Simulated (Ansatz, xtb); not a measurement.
**C7H8O: 12 structures ranked**

12 gas-phase structures of C7H8O, from a drawn sample of its isomers (lower ones may exist). Each was relaxed with GFN2-xTB; where two conformers were screened, the lower at r2SCAN-D4/def2-SVP is listed:

A. `C#C/C(C=C)=C\OC`, a singlet
B. `C#CC(=C)/C=C\OC`, a singlet
C. `C#CC(=C)/C=C/OC`, a singlet
D. `C#C/C(=C/C=C)OC`, a singlet
E. `C#C/C(C=C)=C/OC`, a singlet
F. `C#C/C=C(/C=C)OC`, a singlet
G. `C#CC(=C)C(=C)OC`, a singlet
H. `C#C/C(=C\C=C)OC`, a singlet
I. `C#C/C=C(\C=C)OC`, a singlet
J. `C#C/C=C/C=C/OC`, a singlet
K. `C#C/C=C/C(=C)OC`, a singlet
L. `C#C/C=C\C(=C)OC`, a singlet

Estimate their order in r2SCAN-D4/def2-SVP energy at these geometries, lowest first.

Calculated order at r2SCAN-D4/def2-SVP: J (0.0), K (2.0), I (2.2), F (10.4), L (15.3), C (16.8), G (17.6), E (19.4), D (19.5), H (19.9), A (22.1), B (38.0) kJ/mol. Less than 1 kcal/mol parts J and K; K and I; L and C; C and G; G and E; E and D; D and H; H and A, so the order within those pairs means little. CCSD(T)/def2-SVP + ΔMP2/def2-TZVPP after further relaxation puts K lowest instead.

Energies above the lowest of each column, in kJ/mol; the last columns are at PBE-D3(BJ)/def2-SVP geometries and were run for some of them only (a dash: not run or not comparable):

```csv
structure,GFN2-xTB,HF/STO-3G,r2SCAN-D4/def2-SVP,PBE-D3(BJ)/def2-SVP,CCSD(T)/def2-SVP + ΔMP2/def2-TZVPP
J,0.0,0.0,0.0,0.0,4.7
K,8.8,5.1,2.0,5.4,0.0
I,10.9,3.3,2.2,4.5,1.4
F,16.5,14.1,10.4,11.9,10.6
L,16.4,17.0,15.3,15.7,12.0
C,10.0,10.4,16.8,17.6,8.8
G,18.2,13.6,17.6,–,–
E,18.8,8.7,19.4,–,–
D,16.8,16.7,19.5,–,–
H,14.5,13.6,19.9,–,–
A,21.5,10.6,22.1,–,–
B,26.2,23.3,38.0,–,–
```

CCSD(T)/def2-SVP + ΔMP2/def2-TZVPP puts K lowest of those it was run on, with I within 1 kcal/mol; GFN2-xTB picks J, HF/STO-3G picks J, r2SCAN-D4/def2-SVP picks J, PBE-D3(BJ)/def2-SVP picks J. CCSD(T)/def2-SVP + ΔMP2/def2-TZVPP orders those it was run on as K (0.0), I (1.4), J (4.7), C (8.8), F (10.6), L (12.0) kJ/mol. Less than 1 kcal/mol parts K and I; I and J; J and C; C and F; F and L, so the order within those pairs means little. Flexible structures stand in one conformer each, not always the lowest. Frequencies (GFN2-xTB) were run for C, F, I, J, K, L alone. ΔMP2 is the change of the MP2 energy from the smaller to the larger basis.

Over these structures GFN2-xTB departs from r2SCAN-D4/def2-SVP by 4.3 kJ/mol on average once a common shift is removed. A GFN2-xTB relaxation took about 0.072 s and the r2SCAN-D4/def2-SVP energy about 2.8 s on a shared host (Ansatz 0.2.0, xtb 6.7.1).
